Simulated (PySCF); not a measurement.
These are PBE-D3(BJ)/def2-TZVP // r2SCAN-D4/def2-TZVP (PySCF) values and carry that method's errors. Isolated molecules, 0 K electronic values unless said otherwise. 

Reference species (SMILES): `C1B[SiH2]1` (neutral, multiplicity 1).

| Quantity | Value |
|---|---|
| HOMO | -5.94 eV |
| dipole moment | 0.96 D |

Changed species: `B(C)=[SiH2]`.

Problem. Give the shifts of the HOMO and dipole moment.

Solution. the HOMO rises by 1.14 eV, to -4.80 eV; the dipole moment rises by 1.65 D, to 2.61 D.
